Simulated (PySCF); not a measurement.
**Which orbitals make which state**

Species: GeH3PH2, GeH5P.
SMILES: `[PH2][GeH3]`

Level of theory: PySCF, TDDFT PBE0/def2-SVPD, vertical, gas phase, core orbitals frozen in the response. Geometry: PBE0-D3(BJ)/def2-SVP; no solvent, vibrations or thermal averaging. The PBE0/def2-SVPD calculation is non-relativistic and has no spin–orbit coupling, an omission that weighs most on germanium.

Orbital energies (eV): HOMO-3 -10.04, HOMO-2 -9.55, HOMO-1 -9.01, HOMO -7.55, LUMO -0.17, LUMO+1 0.26, LUMO+2 0.56.

Question: Among the lowest singlets, which states do these configurations lead, and at what energies: HOMO-2→LUMO, HOMO→LUMO+2, HOMO-1→LUMO, HOMO-1→LUMO+2, HOMO→LUMO, HOMO→LUMO+1?

Answer: 

```tsv
state	leading configuration	weight	Δε (eV)	E (eV)	E − Δε (eV)	f	other configurations
S1	HOMO→LUMO	0.82	7.38	6.41	-0.97	0.064	H→L+1 (14%)
S2	HOMO→LUMO+1	0.82	7.81	6.61	-1.20	0.192	H→L (12%)
S3	HOMO→LUMO+2	0.94	8.11	6.68	-1.43	0.013	–
S6	HOMO-1→LUMO	0.69	8.84	7.77	-1.07	0.110	H→L+5 (14%)
S8	HOMO-2→LUMO	0.84	9.38	8.14	-1.24	0.061	H-1→L+2 (10%)
S10	HOMO-1→LUMO+2	0.73	9.57	8.34	-1.23	0.0014	H-2→L (13%)
```

E − Δε runs from -1.43 to -0.97 eV. Among themselves, these states come in the order of their orbital differences. Δε is the difference of the two orbital energies.

H and L stand for HOMO and LUMO. The other states: S4 7.42 eV, f 0.0064, H→L+4 (88%); S5 7.45 eV, f 0.0079, H→L+3 (79%), H-1→L (12%); S7 8.03 eV, f 0.050, H-1→L+1 (58%), H→L+5 (39%); S9 8.21 eV, f 0.225, H→L+5 (41%), H-1→L+1 (30%), H-1→L (11%).

Question: Pair triplets and singlets of the same leading configuration (75% or more in both) and give the splittings.

Answer: 

```tsv
configuration	triplet	E(T) (eV)	singlet	E(S) (eV)	E(S) − E(T) (eV)
HOMO→LUMO	T1	5.29	S1	6.41	+1.13
HOMO→LUMO+2	T2	5.68	S3	6.68	+1.00
HOMO→LUMO+1	T3	6.19	S2	6.61	+0.42
```

The 4 triplets are Tamm–Dancoff values, the singlets full response.

Summed over the main configurations (up to three a state, each over 8%) of all 10 singlets, the electron leaves HOMO with weight 5.45, HOMO-1 with weight 2.63 and HOMO-2 with weight 0.97.

All these states lie below the vertical ionisation energy of 9.69 eV (ΔSCF).
